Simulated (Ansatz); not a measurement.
The cluster Pd2O2, relaxed as a triplet with UKS r2SCAN-D4/def2-TZVP in Ansatz, starting from the r2SCAN-D4/def2-TZVP geometry of the neutral singlet. Force threshold 0.02 eV/Å.

In the def2 sets Pd takes a core potential; there is no spin–orbit coupling. The relaxation made no stability test and no search for a lower SCF solution. Another isomer (singlet) lies 0.05 eV lower at PBE0-D4/def2-TZVP.

Start:

```xyz
4

Pd    0.413    0.761   -0.784
Pd   -0.413   -0.761    0.784
O     0.918    0.631    1.095
O    -0.918   -0.631   -1.095
```

```
step  energy (eV)  largest force component (eV/Å)  SCF passes
   1  -11054.6823                           1.205          23
   2  -11054.7131                           0.645          33
   3  -11054.7388                           0.051          30
   4  -11054.7389                           0.003          30
```

Force components are those of the run's own axes.

End:

```xyz
4

Pd    0.424    0.781   -0.805
Pd   -0.424   -0.781    0.805
O     0.900    0.619    1.074
O    -0.900   -0.619   -1.074
```

By distances, no bond broke or formed. The bond that changes most is Pd2–O4, from 1.95 to 1.95 Å (atoms count from 1).

No frequencies were taken in this run, so the end may be a saddle point.

Hardware: 4 threads of Intel Xeon 6975P-C on a shared host. Wall time 6.5 s.
